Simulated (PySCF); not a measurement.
Input file for PySCF: R-B3LYP/6-31G* on CH3F (SMILES CF) with ghost functions, monomers drawn apart or pushed together.

```python
from pyscf import gto, scf, dft, mp
from pyscf.data.elements import chemcore

mol = gto.M(
    atom='''
    C     0.00513742   -0.51129988    4.51660690
    F    -0.68746627   -1.24542641    3.55778501
    H     0.71205592   -1.17275853    5.01866093
    H     0.53450949    0.30009852    4.01713385
    H    -0.71183236   -0.11106296    5.23429557
    ghost-C    0.09766566    0.39493887    0.63919541
    ghost-O   -0.44639982   -0.17279041   -0.16476664
    ''',
    basis='6-31g*',
    cart=True,
    charge=0, spin=0, verbose=3, max_memory=1800)
mf = dft.RKS(mol, xc='b3lyp')
mf.conv_tol = 1e-8
mf.max_cycle = 100
mf.kernel()
if not mf.converged:
    mf = mf.newton().run(mf.mo_coeff, mf.mo_occ)
```

Problem. What total energy does the run end on?

Solution. -139.7345 hartree.
